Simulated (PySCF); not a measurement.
**Electronic structure of Ge⁺ (germanium, charge +1) at the B3LYP level**

Configuration: [Ar] 3d10 4s2 4p1, 2P determinant. All numbers are calculated (PySCF 2.14, scalar relativity by spin-free X2C-1e, in cc-pVTZ-DK (6s5p3d1f, 43 functions)).

| Quantity | Value |
| --- | --- |
| Total energy | -2098.485 hartree |
| One-electron energy | -2910.754 hartree |
| Hartree (Coulomb) energy | 892.237 hartree |
| Exchange-correlation energy | -79.969 hartree |
| ⟨S²⟩ | 0.7520 |
| ⟨L²⟩ | 2.007 |
| Sum of ⟨r⟩ | 20.70 bohr |
| Sum of ⟨r²⟩ | 28.15 bohr² |
| Traceless quadrupole moment −½Σ⟨3z² − r²⟩ along its main axis | -2.95 e·bohr² |
| Langevin diamagnetic susceptibility | -22.3 ×10⁻⁶ cm³/mol |
| Time after the integrals | 0.83 s of wall time on 1 thread of Neoverse-N1 (shared host) |

| shell | electrons | mean orbital energy (eV) | spread (eV) | rms radius, mean of both spins (bohr) |
| --- | --- | --- | --- | --- |
| 1s α | 1 | -11007.2 | 0 | 0.0542 |
| 1s β | 1 | -11007.2 | 0 | 0.0542 |
| 2s α | 1 | -1398.3 | 0 | 0.227 |
| 2s β | 1 | -1398.3 | 0 | 0.227 |
| 2p α | 3 | -1223.0 | 0.069 | 0.203 |
| 2p β | 3 | -1222.9 | 0.148 | 0.203 |
| 3s α | 1 | -184.36 | 0 | 0.670 |
| 3s β | 1 | -184.30 | 0 | 0.670 |
| 3p α | 3 | -130.25 | 0.294 | 0.702 |
| 3p β | 3 | -130.17 | 0.467 | 0.702 |
| 3d α | 5 | -41.690 | 0.351 | 0.827 |
| 3d β | 5 | -41.604 | 0.500 | 0.827 |
| 4s α | 1 | -21.268 | 0 | 2.18 |
| 4s β | 1 | -20.350 | 0 | 2.18 |
| 4p α | 1 | -12.526 | 0 | 2.75 |

Densities and radii are taken from the X2C orbitals without a picture-change correction, which distorts them close to the nucleus.
